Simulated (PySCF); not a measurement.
Sc(OH)2 (H2O2Sc), SMILES [OH][Sc][OH] (connectivity only; charge and spin as stated), neutral, multiplicity 2. Geometry optimised at B3LYP-D3(BJ)/def2-TZVP. One conformer was computed; it need not be the lowest.

The numbers are results of PySCF 2.14.0 with B3LYP-D3(BJ)/def2-TZVP, not measurements.

Harmonic wavenumbers (cm⁻¹): 119, 352, 362, 369, 390, 687, 738, 3934, 3935. Rotational constants (GHz): 35.65, 4.938, 4.337; symmetry number 2.

**Question.** Work out the zero-point energy and the ideal-gas rigid-rotor harmonic-oscillator thermochemistry at 298.15 K and 1 atm.

**Answer.** ZPE = ½ Σ hcν = ½ × 10887 cm⁻¹ = 65.12 kJ/mol. H − E(el) = 81.02 kJ/mol. Entropy in J/(mol K): translation 163.24, rotation 92.80, vibration 33.68, spin 5.76, total 295.48. G − E(el) = -7.07 kJ/mol. Cp = 73.81 J/(mol K). Modes under 150 cm⁻¹ make the vibrational entropy uncertain.
